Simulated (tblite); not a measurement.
Potential energy surface of Ga2O, singlet: map of symmetric stretch and bend. Scanned: O-Ga bond length and Ga-O-Ga angle.

Cartesian coordinates as functions of the variables (Å; names that start with a are angles):
```
O  0  0  0
Ga  r*sin(a/2)  0  r*cos(a/2)
Ga  -r*sin(a/2)  0  r*cos(a/2)
```

Computed with GFN2-xTB, 300 K electronic temperature (tblite 0.5.0).

Energy in kJ/mol above the lowest grid point; x is the O-Ga bond length (Å), y the Ga-O-Ga angle (°).

| y \ x | 1.55 | 1.67 | 1.76 | 1.85 | 1.94 | 2.03 | 2.12 | 2.21 | 2.31 | 2.40 | 2.46 |
|---|---|---|---|---|---|---|---|---|---|---|---|
| 180 | 131.3 | 27.7 | 1.0 | 0.0 | 16.4 | 45.7 | 84.7 | 131.3 | 189.9 | 247.8 | 288.6 |
| 173.95 | 131.6 | 28.1 | 1.5 | 0.4 | 16.9 | 46.1 | 85.0 | 131.6 | 190.2 | 248.0 | 288.7 |
| 165.32 | 133.5 | 30.2 | 3.7 | 2.7 | 19.0 | 48.0 | 86.8 | 133.2 | 191.5 | 249.1 | 289.7 |
| 156.68 | 137.1 | 34.3 | 7.9 | 6.8 | 23.0 | 51.7 | 90.2 | 136.1 | 194.0 | 251.1 | 291.4 |
| 148.04 | 143.2 | 40.6 | 14.3 | 13.0 | 28.9 | 57.2 | 95.1 | 140.4 | 197.6 | 254.2 | 294.0 |
| 139.41 | 152.3 | 49.6 | 23.1 | 21.6 | 36.9 | 64.5 | 101.7 | 146.3 | 202.6 | 258.4 | 297.7 |
| 130.77 | 165.2 | 61.9 | 34.9 | 32.7 | 47.2 | 74.0 | 110.2 | 153.9 | 209.1 | 263.9 | 302.6 |
| 122.14 | 182.8 | 78.2 | 50.0 | 46.8 | 60.2 | 85.8 | 120.9 | 163.3 | 217.3 | 271.0 | 309.0 |
| 113.50 | 206.9 | 99.2 | 69.2 | 64.2 | 76.2 | 100.4 | 134.0 | 175.0 | 227.5 | 279.9 | 317.1 |
| 104.86 | 240.3 | 126.1 | 93.4 | 86.0 | 95.6 | 118.0 | 150.0 | 189.4 | 240.1 | 291.1 | 327.4 |
| 96.23 | 290.4 | 162.1 | 123.7 | 112.8 | 119.6 | 139.2 | 169.1 | 206.9 | 255.6 | 304.8 | 340.1 |
| 85 | 422.8 | 239.7 | 182.0 | 159.9 | 159.8 | 174.7 | 200.5 | 234.9 | 281.4 | 328.1 | 361.3 |

Points that lie below all their neighbours on the grid: x = 1.85, y = 180 on the edge of the grid (0.0 kJ/mol).
